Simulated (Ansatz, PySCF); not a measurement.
Gas-phase reaction R1 + R2 → P1 + P2, each structure at its B3LYP-D3(BJ)/def2-TZVP stationary point, reached from a drawn start (curvature not checked).
R1: H atom, charge 0, multiplicity 2.
P1: H2 (SMILES [H][H]), charge 0, multiplicity 1.
R2: H2O (SMILES O), charge 0, multiplicity 1.
P2, OH (SMILES [OH]) (charge 0, multiplicity 2):
```xyz
2

O      0.000     0.000     0.488
H      0.000     0.000    -0.488
```

P less R. No zero-point or thermal terms; singlets are restricted closed shells; open shells are unrestricted; no spin–orbit coupling.

Frozen-core correlation throughout. CBS(a, b) extrapolates the correlation energy as X⁻³ and adds the Hartree–Fock energy of set b.

Codes used: Ansatz (Gaussian basis) for Hartree–Fock, density functionals and correlated methods; PySCF for M06-2X. All values are computed, each at the level named.

The comparison value is 16.33 kcal/mol (CCSD(T)/CBS(aug-cc-pVTZ, aug-cc-pVQZ)). It is a level with limits of its own, not the exact answer.

Order these levels by how close they come to the comparison value for the reaction energy, closest first: wB97X-V/def2-TZVPPD, r2SCAN/def2-TZVPPD, M06-2X/def2-TZVPPD, CAM-B3LYP/def2-TZVPPD, HF/aug-cc-pVDZ. Give each level's value less the comparison value.

M06-2X/def2-TZVPPD (-0.19 kcal/mol), wB97X-V/def2-TZVPPD (-1.00 kcal/mol), CAM-B3LYP/def2-TZVPPD (-1.87 kcal/mol), r2SCAN/def2-TZVPPD (-2.46 kcal/mol), HF/aug-cc-pVDZ (-11.19 kcal/mol)

Ansatz is a program for electronic structure.
